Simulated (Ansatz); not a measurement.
Reactions of C$_{2}$H$_{7}$FSSi, SMILES `C[Si](C)(F)S`.

Gas-phase electronic energies from Ansatz, PBE0-D4/def2-TZVP geometries. CCSD(T)/CBS is the MP2 limit (def2-TZVPP, def2-QZVPP) plus CCSD(T) − MP2 in def2-TZVPP, frozen cores. Functionals use def2-TZVPP. B3LYP here is the variant with VWN-RPA as its local correlation; programs differ in this. For Ga, Ge outer-core shells are correlated without core-valence functions, which leaves a few kJ/mol of doubt a bond. Scalar relativity is left out up to krypton. One conformer a species, not always the lowest.

| reaction | B3LYP-D4 (kJ/mol) | ωB97X-V (kJ/mol) | CCSD(T)/CBS(def2) (kJ/mol) |
| --- | --- | --- | --- |
| `C[Si](C)(F)S` + `[SiH3]N[SiH2]Cl` → `CN([SiH3])[SiH2]Cl` + `C[SiH](F)S` | 84 | 84 | 87 |
| `C[Si](C)(F)S` + `C[CH2][Ge][OH]` → `C[CH2][Ge][O]C` + `C[SiH](F)S` | 93 | 95 | 100 |
| `C[Si](C)(F)S` + `COB(O)O` → `COB(O)OC` + `C[SiH](F)S` | 97 | 98 | 104 |
| `C[Si](C)(F)S` + `N#[C][Ga]([F])[F]` → `C[Si](C)(F)C#N` + `[F][Ga]([F])[SH]` | -53 | -48 | -49 |
| `C[Si](C)(F)S` + `OCS` → `CSCO` + `C[SiH](F)S` | 35 | 35 | 37 |

Largest T1 diagnostic: 0.015, for `N#[C][Ga]([F])[F]`.
